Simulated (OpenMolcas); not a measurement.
Ne³⁺: RASPT2 settings compared

```yaml
Program: OpenMolcas 26.06
Basis: ANO-L-VQZP [5s4p3d2f]
Scalar_Hamiltonian: non-relativistic, point nucleus
Active_space: 5 electrons in 9 orbitals (RAS2 2s 2p; RAS3 3d, at most 2 electrons)
State_averaging: 2S+1 = 4 odd, 1 root; 2S+1 = 2 odd, 8 roots kept (CI in the orbitals of an earlier block); 2S+1 = 4 even, 3 roots; 2S+1 = 2 even, 5 roots kept (CI in the orbitals of an earlier block, 0 in the spin-orbit step)
Spin-orbit_coupling: state interaction with AMFI integrals over the reference wave functions, term energies averaged over their components
```

Methods on the same reference wave functions:
A. RASSCF
B. SS-RASPT2, IPEA 0.5 Eh, imaginary shift 0.3 Eh (closed shells correlated: 1s)
C. SS-RASPT2, IPEA 0.15 Eh, imaginary shift 0.15 Eh (closed shells correlated: 1s)
D. SS-RASPT2, IPEA 0.5 Eh, imaginary shift 0.5 Eh (closed shells correlated: 1s)

Energies in cm⁻¹ above 2s² 2p³ ⁴S°_3/2, the measured ground level; measured values from Moore, Atomic Energy Levels, vol. I, NSRDS-NBS 35 (1971 reprint of NBS Circular 467, 1949).

```json
{"Level": "2s² 2p³ ⁴S°_3/2", "A": "0.0", "B": "0.0", "C": "0.0", "D": "0.0", "Measured": "0.0"}
{"Level": "2s² 2p³ ²D°_3/2", "A": "44447", "B": "42164", "C": "42156", "D": "42164", "Measured": ""}
{"Level": "2s² 2p³ ²D°_5/2", "A": "44472", "B": "42191", "C": "42184", "D": "42191", "Measured": ""}
{"Level": "2s² 2p³ ²P°_1/2", "A": "67315", "B": "63504", "C": "63479", "D": "63506", "Measured": ""}
{"Level": "2s² 2p³ ²P°_3/2", "A": "67323", "B": "63515", "C": "63489", "D": "63516", "Measured": ""}
{"Level": "2s 2p⁴ ⁴P_5/2", "A": "184842", "B": "183013", "C": "183024", "D": "183014", "Measured": "183860"}
{"Level": "2s 2p⁴ ⁴P_3/2", "A": "185398", "B": "183569", "C": "183579", "D": "183570", "Measured": "184477"}
{"Level": "2s 2p⁴ ⁴P_1/2", "A": "185732", "B": "183902", "C": "183913", "D": "183903", "Measured": "184799"}
```

Deviations, from unrounded energies. A percentage is the sum of absolute deviations over the sum of measured energies, with the sign that they share, or ± where signs differ.

| Against measurement | Levels | A | B | C | D |
| --- | --- | --- | --- | --- | --- |
| mean absolute deviation (cm-1) | 3 | 950 | 880 | 870 | 880 |
| other configurations (%) | 3 | +0.5 | -0.5 | -0.5 | -0.5 |

B, C, D lie about equally close to measurement and A furthest from it. The largest miss of C in the table is 2s 2p⁴ ⁴P_3/2, by -900 cm-1. The ranking rests on the paired levels alone, and a cruder setting can come out closer through cancelling errors.

Among B to D the level of the table that moves most is 2s² 2p³ ²P°_1/2, by 27 cm-1 (lowest in C, highest in D).

From A to B the spin-free energies of the other terms of 2s² 2p³ shown, above ⁴S°, scale by factors of 0.94 to 0.95.

The lowest spin-free term lies below A's lowest term by 0.069 hartree in B, 0.070 hartree in C, 0.069 hartree in D.

Terms from blocks run as CI alone lack orbitals of their own. Active for correlation alone: 3d; no level in the range computed is led by a configuration that fills it, so any true level of that kind is missing. Measured partners are found by configuration, term and J. A level has none where our copy of the source lacks it or the pairing is in doubt (some pairs that miss far off the trend of their configuration count as doubtful), and it then counts in no deviation. Only configurations of the active space appear.

° marks odd parity.
